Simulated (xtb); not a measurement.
Species: BBrCl₂, SMILES `ClB(Cl)Br` (charge 0, multiplicity 1).

Q: Give a relaxed geometry from xtb with GFN2-xTB.

A: the end point of this relaxation (outside a Z-matrix the atoms follow the SMILES, hydrogens last).
Z-matrix (Å, degrees):
```
B
Cl 1 1.7231
Cl 1 1.7231 2 120.15
Br 1 1.8810 2 119.98 3 -179.98
```
